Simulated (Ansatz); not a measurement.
`[F][GeH]1[CH2][SiH2][S]1`. Charge 0, multiplicity 1.

Cartesian coordinates in Å:
```
F 2.125 -1.234 -1.100
Ge 1.283 -0.555 0.264
C -0.646 -0.728 0.019
Si -0.862 1.136 -0.169
S 1.211 1.660 0.113
H 2.015 -1.105 1.494
H -0.882 -1.305 -0.876
H -1.159 -1.164 0.877
H -1.720 1.742 0.881
H -1.366 1.553 -1.502
```

(1) List the harmonic frequencies (cm⁻¹, unscaled) at PBE0-D4/def2-TZVP in Ansatz. (Best estimate.)

(2) Is this a minimum?

(3) Give the ideal-gas thermochemistry at 298.15 K and 1 bar (rigid rotor, harmonic oscillator; point group C1, symmetry number 1).

(4) And at 400, 500, 600, 800 and 1000 K?

(5) Rotational constants (cm⁻¹)?

Results:

(1) Computed: 52, 177, 187, 304, 397, 481, 508, 602, 620, 635, 680, 702, 717, 744, 844, 949, 962, 993, 1385, 2169, 2226, 2232, 3100, 3167.

(2) Yes, all 24 modes are real.

(3) Zero-point energy 148.5 kJ/mol; H(298) − E = 169.7 kJ/mol; entropy 357.3 J/(mol·K), of which translation 172.8, rotation 117.4, vibration 67.0; G(298) − E = 63.1 kJ/mol. Modes under 100 cm⁻¹ are hindered rotations or soft bends, so the harmonic entropy is rough.

(4) 
| T (K) | H − E (kJ/mol) | S (J/mol/K) | G − E (kJ/mol) |
| --- | --- | --- | --- |
| 400 | 182.6 | 394.4 | 24.8 |
| 500 | 197.2 | 426.9 | -16.3 |
| 600 | 213.2 | 456.0 | -60.4 |
| 800 | 248.0 | 506.0 | -156.8 |
| 1000 | 285.7 | 548.1 | -262.3 |

(5) 0.1159, 0.05725, 0.04556.
